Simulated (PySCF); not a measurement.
C₄H₁₀N₂P₂S.
Atom-mapped SMILES: `[CH3:1][N:2]1[CH:3]=[CH:4][N:5]([CH3:6])[P:7]1([PH2:8])=[S:9]` (hydrogens: H10, H11, H12 on C1; H13 on C3; H14 on C4; H15, H16, H17 on C6; H18, H19 on P8)

Structure used (PBE0-D3(BJ)/def2-SVP), in Å, numbered top down from 1:
```
atom  x, y, z in Å
C1     2.4651    0.9486   -0.0225
N2     1.2835    0.1309   -0.0426
C3     1.2501   -1.2045   -0.4650
C4     0.0457   -1.7746   -0.2755
N5    -0.8785   -0.8950    0.3025
C6    -2.2247   -1.2474    0.6598
P7    -0.2645    0.6856    0.3755
P8    -1.0410    1.6842   -1.4918
S9    -0.5077    1.7340    1.9831
H10    2.7511    1.3096   -1.0269
H11    3.3129    0.3901    0.4048
H12    2.2830    1.8185    0.6261
H13    2.1471   -1.6710   -0.8676
H14   -0.2421   -2.8012   -0.4940
H15   -2.6190   -0.4856    1.3490
H16   -2.2418   -2.2125    1.1898
H17   -2.8961   -1.3146   -0.2156
H18   -2.2583    2.0566   -0.8431
H19   -0.4095    2.9191   -1.1488
```

Computed with PySCF 2.14.0, density-fitted response routines, TDDFT CAM-B3LYP/def2-SVPD, vertical, gas phase, core orbitals frozen in the response.

Transition dipole moments from the ground state, in atomic units and in the frame of the coordinates above (overall signs are arbitrary), for the states with f of 0.002 or more among the lowest 7:

| state | E (hartree) | μx | μy | μz |
| --- | --- | --- | --- | --- |
| S1 | 0.1600 | -0.390 | -0.186 | 0.062 |
| S2 | 0.1648 | 0.275 | -0.418 | 0.452 |
| S3 | 0.1880 | -0.137 | 0.092 | -0.443 |
| S4 | 0.1911 | -0.114 | -0.074 | 0.049 |
| S5 | 0.1933 | -0.288 | 0.380 | -0.801 |
| S6 | 0.2002 | 0.603 | 0.262 | -0.072 |
| S7 | 0.2061 | 0.362 | 0.156 | -0.091 |

Task: Work out the oscillator strengths.

Result: f = (2/3) ΔE |μ|² with ΔE in hartree (27.2114 eV).

```
state  |μ|² (au)  |μ| (D)      f
   S1      0.191     1.11  0.020
   S2      0.455     1.71  0.050
   S3      0.223     1.20  0.028
   S4      0.021     0.37  0.003
   S5      0.869     2.37  0.112
   S6      0.437     1.68  0.058
   S7      0.163     1.03  0.022
```

Task: Which bond between heavy atoms lies closest to the direction of the S5 transition dipole?

Result: P7–P8, at 3° from it; next P7–S9 at 63°.

Task: What angle do the transition dipoles of S6 and S7 make?

Result: |cos θ| = |μa·μb| / (|μa| |μb|) = 0.99, so θ ≈ 7° (taken between 0 and 90°, since the signs are arbitrary).

Task: What peak molar absorption coefficient would the strongest computed level give as a lone Gaussian band 0.3 eV wide at half height?

Result: ε(max) = 2.175×10⁸ f / FWHM, with the width in cm⁻¹. S5: 2.175×10⁸ × 0.1120 / 2420 ≈ 10000 L mol⁻¹ cm⁻¹.

All these states lie below the vertical ionisation energy of 7.12 eV (ΔSCF).

Time: 6.6 min (grids of density and orbitals included); peak memory 1.5 GiB. Hardware: Intel Xeon Platinum 8488C, one thread, shared host.

One conformer stands for the species.
